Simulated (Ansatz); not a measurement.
Basis-set extrapolation for C₃H₁₀O₃Si₂, SMILES `C=C[Si@@H](O)O[Si@@H](C)O` (PBE0-D4/def2-TZVP geometry, frozen core, the Gaussian-basis code of Ansatz). Multiplicity 1, RHF reference.

```csv
,def2-TZVPP,def2-QZVPP
HF,-922.276831,-922.312382
MP2 correlation,-1.449175,-1.558791
CCSD(T) correlation,-1.563207,not run
```

Energies in hartree. Use E(X) = E(∞) + A·exp(−7.88·√X) for Hartree–Fock and E(X) = E(∞) + B·X^(−2.97) for correlation, with X = 3 and 4, and add CCSD(T) minus MP2 of the smaller set to the MP2 limit.

Question: What is the CCSD(T) energy at the basis-set limit?

Answer: HF limit: -922.312382 + (-0.035551) × 0.13774 = -922.31728. MP2 limit: -1.558791 + (-0.109616) × 0.74074 = -1.63999. Higher-order term: -1.563207 − (-1.449175) = -0.11403. Total: -924.07130 hartree, 145.1 kcal/mol below CCSD(T)/def2-TZVPP.
